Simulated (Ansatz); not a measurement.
A thermochemical cycle in electronic energies (no zero-point or thermal terms), species as SMILES, kcal/mol. Geometries: B3LYP-D3(BJ)/def2-TZVP minima from Ansatz (a program for electronic structure). Valence correlation only, unless marked. UHF or UKS for open shells. No spin-orbit coupling. No relativistic terms. CBS marks a two-point X^-3 extrapolation of the correlation energy; Hartree-Fock from the larger set. Anions need diffuse functions, of which def2-TZVPD holds fewer than the aug- sets.

```tsv
step	CCSD(T)/CBS(aug-cc-pV(T+d)Z,aug-cc-pV(Q+d)Z) (Ansatz)	r2SCAN-D4/def2-TZVPD (Ansatz + dftd4)
electron affinity EA, positive where the anion is bound: [SH] (HS) + e- → [SH-]	54.4	51.8
deprotonation energy A: S (H2S) -> [SH-] + H+	355.5	355.4
ionisation of the H atom at the same level, IE	313.7	313.7
```

### Question
Find the bond energy D: S (H2S) -> [SH] (HS) + H atom.

### Answer
Breaking the bond, ionising the H atom and attaching the electron to the radical add up to the deprotonation, A = D + IE - EA. At CCSD(T)/CBS(aug-cc-pV(T+d)Z,aug-cc-pV(Q+d)Z): D = A - IE + EA = 355.5 - 313.7 + 54.4 = 96.2. At r2SCAN-D4/def2-TZVPD: D = A - IE + EA = 355.4 - 313.7 + 51.8 = 93.5. The functional differs from the first level by -2.7 in D, -2.6 in EA and -0.1 in A; for EA and A the gap mixes functional and basis.
